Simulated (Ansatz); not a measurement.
Start from `[CH2]1[S][GeH2]1` and change one element to get `[CH2]1[GeH2][Te]1`.

Ansatz, PBE0-D4/def2-TZVP geometries, multiplicity 1. 

Elements past krypton have def2 core potentials. Scalar relativity is left out up to krypton.

| property | `[CH2]1[S][GeH2]1` |
| --- | --- |
| HOMO energy (ωB97M-V/def2-TZVPP) / eV | -8.95 |
| HOMO–LUMO gap (B3LYP/def2-TZVPP) / eV | 5.81 |
| zero-point energy (PBE0-D4/def2-TZVP) / kJ/mol | 114.1 |
| HOMO energy (B3LYP/def2-TZVPP) / eV | -6.52 |
| size of the dipole moment (PBE/def2-TZVPP) / D | 2.00 |
| size of the dipole moment (B3LYP/def2-TZVPP) / D | 2.11 |

(1) What does the change do to each property? (Best estimate.)

Results:

(1) Ansatz gave: 
| property | `[CH2]1[GeH2][Te]1` | shift |
| --- | --- | --- |
| HOMO energy (ωB97M-V/def2-TZVPP) / eV | -8.10 | 0.85 |
| HOMO–LUMO gap (B3LYP/def2-TZVPP) / eV | 4.39 | -1.42 |
| zero-point energy (PBE0-D4/def2-TZVP) / kJ/mol | 110.3 | -3.8 |
| HOMO energy (B3LYP/def2-TZVPP) / eV | -5.81 | 0.71 |
| size of the dipole moment (PBE/def2-TZVPP) / D | 1.58 | -0.42 |
| size of the dipole moment (B3LYP/def2-TZVPP) / D | 1.67 | -0.44 |

With PBE0 the HOMO rises by 0.74 eV and the LUMO falls by 0.72 eV, so the gap narrows by about 1.46 eV. PBE moves the HOMO by 0.54 eV and ωB97M-V by 0.85 eV. Dipoles are sizes alone; their direction can turn.

B3LYP here is the variant with VWN-RPA as its local correlation; programs differ in this.

Spin–orbit coupling is left out; it splits and shifts lone-pair levels of the heavy atoms by tenths of an eV.
